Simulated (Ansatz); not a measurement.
A made-up structure of CH₄BI, singlet:

B1  (0.709, 0.248, 0.021)
C2  (-0.781, 0.086, -0.370)
I3  (0.221, -1.370, 1.402)
H4  (-1.042, -0.566, -1.165)
H5  (-1.514, 0.674, 0.121)
H6  (1.054, 1.124, 0.682)
H7  (1.544, -0.164, -0.653)
(Å)

It is relaxed with PBE-D4/def2-SVP and then PBE0-D4/def2-TZVP (Ansatz 0.2.0). Atoms count as bonded within 1.22 times the sum of their covalent radii (H–H: 0.88 Å). The end point is not checked to be a true minimum.

(1) Does its bonding change? (A judgement: the text doesn't fix the answer.)

Results:

(1) The calculation gives: No: no bond forms or breaks.

Where it ends: The first stage lowers the energy by 0.78 eV in 7 steps. It ends as CH₄BI ([BH2]1[CH2][I]1):
| atom | x (Å) | y (Å) | z (Å) |
| --- | --- | --- | --- |
| B1 | 0.8005 | 0.3911 | -0.0832 |
| C2 | -0.6852 | -0.0206 | -0.2318 |
| I3 | -0.1471 | -1.4408 | 1.3358 |
| H4 | -1.0145 | -0.6251 | -1.0717 |
| H5 | -1.4777 | 0.5910 | 0.1890 |
| H6 | 1.0917 | 1.2677 | 0.6740 |
| H7 | 1.6239 | -0.1295 | -0.7744 |

Labels in which every atom is bracketed show which atoms are joined, not bond orders.

For scale, one of the runs: PBE0-D4/def2-TZVP relaxation, 136 basis functions, launched by `ansatz run in.yaml --threads 2 --pin off --events-out ev --progress --plain --max-ram 4352MiB`. Hardware: 2 CPU threads of an Arm Neoverse V1, shared host. Wall time about 16 s.
